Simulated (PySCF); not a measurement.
Input of a response calculation (the driver script's job line, then coordinates in Å):

```
{"job": {"kind": "uv", "xc": "wB97X-D", "basis": "def2-SVPD", "nstates": 8, "ntriplets": 3}, "charge": 0, "multiplicity": 1}
Si     1.794069    -0.291985     0.035521
Se     0.147634     0.304209     1.547291
Si    -1.688328     0.331931     0.215636
Br    -2.089106    -1.643839    -0.722575
Br    -1.489830     1.752028    -1.483914
H      1.406199    -1.586989    -0.511500
H      1.816693     0.756557    -0.977490
H      2.967585    -0.330413     0.888923
H     -2.851354     0.714495     0.982930
```

Computed with TDDFT wB97X-D/def2-SVPD, vertical, gas phase, core orbitals frozen in the response (PySCF). Job line and output are in the format of a driver script around the code.

Problem. What does the script print for it?

Solution. 
```
coarse grid: 44712 points
cycle   1  E = -8130.4103078401  dE = -2.708e+00  |g| = 4.291e-01  |ddm| = 3.764e+00
cycle   2  E = -8130.4300702023  dE = -1.976e-02  |g| = 3.655e-01  |ddm| = 1.453e+00
cycle   3  E = -8130.4722617081  dE = -4.219e-02  |g| = 5.411e-02  |ddm| = 6.926e-01
cycle   4  E = -8130.4729329504  dE = -6.712e-04  |g| = 1.113e-02  |ddm| = 8.986e-02
cycle   5  E = -8130.4729869925  dE = -5.404e-05  |g| = 2.789e-03  |ddm| = 3.945e-02
cycle   6  E = -8130.4729905959  dE = -3.603e-06  |g| = 8.897e-04  |ddm| = 8.474e-03
final grid: 84568 points
cycle   7  E = -8130.4728661860  dE = -9.968e-07  |g| = 1.023e-03  |ddm| = 8.837e-03
cycle   8  E = -8130.4728663113  dE = -1.253e-07  |g| = 7.808e-04  |ddm| = 2.170e-03
cycle   9  E = -8130.4728663946  dE = -8.337e-08  |g| = 7.909e-05  |ddm| = 9.409e-04
cycle  10  E = -8130.4728664000  dE = -5.370e-09  |g| = 4.957e-05  |ddm| = 2.841e-04
cycle  11  E = -8130.4728664009  dE = -9.459e-10  |g| = 5.471e-06  |ddm| = 1.282e-04
converged SCF energy = -8130.4728664009

Static polarisability (au): isotropic 123.050, principal 113.165 119.421 136.563

Singlet excitations
state   eV       nm        f      main configurations
  1   5.1383    241.3   0.00253   H->L 0.91
  2   5.6270    220.3   0.01891   H->L+1 0.93
  3   6.1147    202.8   0.02254   H->L+2 0.75, H-1->L 0.15
  4   6.2268    199.1   0.00035   H->L+3 0.73, H->L+4 0.09
  5   6.4342    192.7   0.03578   H-2->L 0.79
  6   6.5196    190.2   0.13203   H-1->L 0.63, H->L+2 0.11, H-4->L 0.10
  7   6.6555    186.3   0.00101   H-3->L 0.71, H-1->L+2 0.10
  8   6.8424    181.2   0.04080   H-4->L 0.60, H-2->L+2 0.15

Triplet excitations (Tamm-Dancoff, eV): 4.8332 5.2405 5.6526
```

Geometry: GFN2-xTB, one conformer, isolated molecule. Relativistic effects, spin–orbit coupling among them, are left out although an element past zinc is present.

The SCF starts on a coarse grid; the energy jumps when the final grid takes over, and dE counts afresh there. H and L stand for HOMO and LUMO.

Conformer computed: `[SiH3:1][Se:2][SiH:3]([Br:4])[Br:5]`: Si1–Se2–Si3–Br4 60°.

The pairwise dispersion term of wB97X-D wasn't added to the energies; at a given geometry it leaves orbitals and properties as they are.
